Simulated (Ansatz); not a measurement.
diboron tetrachloride (B₂Cl₄), singlet, at a GFN2-xTB geometry; CASSCF(6,6)/STO-3G (Ansatz, an electronic-structure program).

Ansatz was given this input:
Ansatz 0.2 input:
```yaml
crystal:
  periodic: [false, false, false]
  atoms:
    - {symbol: Cl, position_ang: [-1.70370372, -1.22468155, 0.90502736]}
    - {symbol: B, position_ang: [-0.84489630, -0.08721974, -0.05878929]}
    - {symbol: Cl, position_ang: [-1.77666816, 0.86539826, -1.14719741]}
    - {symbol: B, position_ang: [0.84489630, 0.08721974, 0.05878929]}
    - {symbol: Cl, position_ang: [1.91746002, -0.83609144, -0.91968689]}
    - {symbol: Cl, position_ang: [1.56291186, 1.19537473, 1.16185695]}
basis:
  gaussian:
    orbitals: STO-3G
hamiltonian:
  xc: hf
magnetization: {spin_polarized: false}
correlation: {active_space: {window: {electrons: 6, orbitals: 6}}}
```

What does Ansatz print? Leave out banner, timings and long lists.


```
Functional definition: HF
529 factors; integrals over basis functions are off by at most 1.7e-4 eV
mean field evaluation 1: about -50804.0906 eV, gradient 3.5e1 eV
mean field evaluation 2: about -50804.1785 eV, gradient 3.5e1 eV
mean field evaluation 4: about -50809.5542 eV, gradient 2.0e0 eV
mean field evaluation 8: about -50809.5782 eV, gradient 3.0e-2 eV
mean field -50809.57815781 eV, -1867.2175573304 hartree, gradient 1.4e-6 eV, S^2 0.000000; 0 other end points of the search recorded, 0 dependent functions left out
reference -50809.57815781 eV, -1867.2175573304 hartree; 39, 39 occupied and 7, 7 virtual orbitals, 529 factors
state -50810.56498956 eV, -1867.2538227285 hartree
the orbitals are reached from a further start. From the first start the search ends at -50810.47791755 eV, -1867.2506228912 hartree
Total energy: -50810.56498956 eV, -1867.2538227285 hartree
```
